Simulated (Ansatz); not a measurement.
Consider the formal exchange of groups at the Si–S bond: `F[Si](F)(F)S` + `C=C(F)NC` → `CN[Si](F)(F)F` + `C=C(F)S`.

Gas-phase electronic energies from Ansatz, PBE0-D4/def2-TZVP geometries. CCSD(T)/CBS adds triple-zeta CCSD(T) − MP2 to the extrapolated MP2 energy (def2 sets, frozen cores). One conformer a species, not always the lowest.

| species | CCSD(T)/CBS(def2) energy (Eh) |
| --- | --- |
| `F[Si](F)(F)S` | -987.07717 |
| `C=C(F)NC` | -272.22690 |
| `CN[Si](F)(F)F` | -683.86577 |
| `C=C(F)S` | -575.43615 |

Task: Work out ΔE.

Result: ΔE = (-683.86577) + (-575.43615) − (-987.07717) − (-272.22690) = 0.00215 Eh = +5.6 kJ/mol.

Largest T1 diagnostic among the species: 0.012.

Leaving LDA and LC-ωPBE aside and taking each functional with its dispersion term where it has one, the values, not all of them listed here, spread over 9.9 kJ/mol, from BHLYP-D4 to PBE-D4. LDA lies +3.5 kJ/mol from PBE without D4. At CCSD(T), def2-SVP lies +12.6 kJ/mol from the extrapolated value and def2-TZVPP +1.4 kJ/mol.
